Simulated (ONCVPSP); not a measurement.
## Transferability test, ONCV potential for sulfur (S)

- Element: S
- Generator: ONCVPSP 4.0.1
- Type: optimised norm-conserving Vanderbilt (ONCV)
- Functional: LDA (Perdew-Zunger)
- Relativity: scalar-relativistic
- Frozen core: [Ne]
- Valence charge: 6
- Reference configuration: 3s2 3p4
- Partial waves: 3s: rc 1.50 bohr, ncon 3, nbas 7, qcut 3.8 1/bohr, 1 projector; 3p: rc 1.15 bohr, ncon 4, nbas 8, qcut 7.2 1/bohr, 2 projectors, debl 3.2 Ha; d scattering state at 0.25 Ha: rc 1.55 bohr, ncon 3, nbas 7, qcut 6.1 1/bohr, 2 projectors, debl 2.4 Ha
- Local potential: polynomial inside 0.90 bohr (lpopt 5, dvloc0 6 Ha)
- Core correction: polynomial model core, fcfact 0.55

Energies are relative to the spin-unpolarised reference configuration 3s2 3p4; without spin polarisation the order of configurations can differ from experiment.

| valence configuration | charge | ΔE all-electron (eV) | error AE − PS (meV) |
| --- | --- | --- | --- |
| 3s2 3p3 | +1 | 11.863 | +4.0 |
| 3s2 3p2 | +2 | 34.236 | +33 |
| 3s2 3p1 | +3 | 68.394 | +128 |
| 3s2 3p0 | +4 | 115.376 | +359 |

Levels in the configuration 3s2 3p1:

```tsv
level	all-electron (eV)	pseudo (eV)
3s	-52.284	-52.184
3p	-40.417	-40.267
```

Note: ghosts flagged at negative energy: p at -17037.9 eV; GHOST(+) flags only above 600 eV. A true bound ghost makes a file unfit for plane-wave use.
